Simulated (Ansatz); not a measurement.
`N#[C][Ge]([Cl])([Cl])[Cl]` + HBr → `[Cl][Ge]([Cl])([Cl])[Br]` + `C#N` at 500 K and 1 bar (ligand exchange at a Ge–C bond).

Computed with Ansatz on PBE0-D4/def2-TZVP structures; ΔE is electronic, products minus reactants. CCSD(T)/CBS adds triple-zeta CCSD(T) − MP2 to the extrapolated MP2 energy (def2 sets, frozen cores). This one scheme is used for every species. For Br, Ge outer-core shells are correlated without core-valence functions, which leaves a few kJ/mol of doubt a bond. Scalar relativity is left out up to krypton.

| species | CCSD(T)/CBS energy (Eh) | H − E (kJ/mol) | S (J/(mol·K)) |
| --- | --- | --- | --- |
| `N#[C][Ge]([Cl])([Cl])[Cl]` | -3548.30650 | 79.7 | 434.8 |
| HBr | -2573.91920 | 30.5 | 213.7 |
| `[Cl][Ge]([Cl])([Cl])[Br]` | -6028.93261 | 56.3 | 424.4 |
| `C#N` | -93.32098 | 60.1 | 220.8 |

H − E and S are ideal-gas, rigid-rotor, harmonic terms from PBE0-D4/def2-TZVP. 1 Eh = 2625.50 kJ/mol, R = 8.31446 J/(mol·K).

By hand: ΔE, ΔH, ΔS and ΔG.

ΔE = (-6028.93261) + (-93.32098) − (-3548.30650) − (-2573.91920) = -0.02789 Eh = -73.2 kJ/mol. Δ(H − E) = 56.3 + 60.1 − 79.7 − 30.5 = 6.2, so ΔH = -67.0 kJ/mol. ΔS = 424.4 + 220.8 − 434.8 − 213.7 = -3.3 J/(mol·K). ΔG = -67.0 − 500 × (-3.3)/1000 = -65.3 kJ/mol.

By hand: the equilibrium constant, and the temperature at which ΔG would vanish if ΔH and ΔS stayed fixed.

log₁₀ K = −ΔG/(RT ln 10) = 6.8. ΔG = 0 at ΔH/ΔS = 20303 K, far beyond where these terms or the molecules hold.

The number of gas molecules stays the same, so ΔS is small and ΔH decides. A doubt of 5 kJ/mol in ΔE shifts log₁₀ K by 0.5 here. These are equilibria of isolated gas molecules and say nothing of rates. Largest T1 diagnostic: 0.014 (customary marks: 0.02 for closed shells, 0.045 for open ones).
